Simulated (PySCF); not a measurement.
C2H11BNP.
Z-matrix (Å and degrees, GFN2-xTB geometry), rows numbered from 1:
```
C 
N   1  1.4441
C   2  1.4441  1  112.44
B   2  1.5322  1  117.45  3   140.97
P   4  1.9527  2   78.87  1   110.70
H   1  1.0969  2  112.06  3   -67.95
H   1  1.0905  2  109.07  3   172.30
H   1  1.0945  2  110.44  3    53.04
H   3  1.0945  2  110.42  1   -52.83
H   3  1.0904  2  109.10  1  -172.12
H   3  1.0966  2  112.02  1    68.12
H   4  1.1801  2  116.34  1  -140.96
H   4  1.1801  2  116.24  1     2.63
H   5  1.3754  4  110.18  2    54.59
H   5  1.3751  4  109.98  2   -54.78
H   5  1.4368  4  139.86  2  -179.98
```

PySCF, density fitting, gas phase, GFN2-xTB geometry. The standard run uses grid level 2 after a coarse-grid start, the def2-universal JK fitting basis (with tight functions added where the orbital basis needs them), an energy threshold of 1e-9 Eh and DIIS. The changed runs have no coarse-grid stage.

Problem. Standard PBE0/pcSseg-1: E = -503.386451 Eh, HOMO -5.902 eV, LUMO 0.955 eV, dipole 2.182 D, 12 cycles (coarse-grid cycles included). What changes at PBE0/pcSseg-1 with: energy threshold 1e-08 Eh?

Solution. E = -503.386451 Eh (0.000 mEh), HOMO -5.902 eV (0.000), LUMO 0.955 eV (0.000), dipole 2.182 D (0.000), 8 SCF cycles. The result matches the standard run within 0.02 mEh and 0.003 eV; such settings steer the iterations and don't enter the energy expression.

The cycles:
```
cycle   1  E = -503.3438451087  dE =  3.842e-01  |g| = 3.661e-01  |ddm| = 3.345e+00
cycle   2  E = -503.3191832498  dE =  2.466e-02  |g| = 4.878e-01  |ddm| = 1.193e+00
cycle   3  E = -503.3845504717  dE = -6.537e-02  |g| = 9.461e-02  |ddm| = 7.514e-01
cycle   4  E = -503.3863207329  dE = -1.770e-03  |g| = 2.385e-02  |ddm| = 1.000e-01
cycle   5  E = -503.3864482789  dE = -1.275e-04  |g| = 3.355e-03  |ddm| = 2.126e-02
cycle   6  E = -503.3864507676  dE = -2.489e-06  |g| = 9.546e-04  |ddm| = 4.720e-03
cycle   7  E = -503.3864509973  dE = -2.296e-07  |g| = 1.840e-04  |ddm| = 1.049e-03
cycle   8  E = -503.3864510063  dE = -9.070e-09  |g| = 2.840e-05  |ddm| = 2.422e-04
```
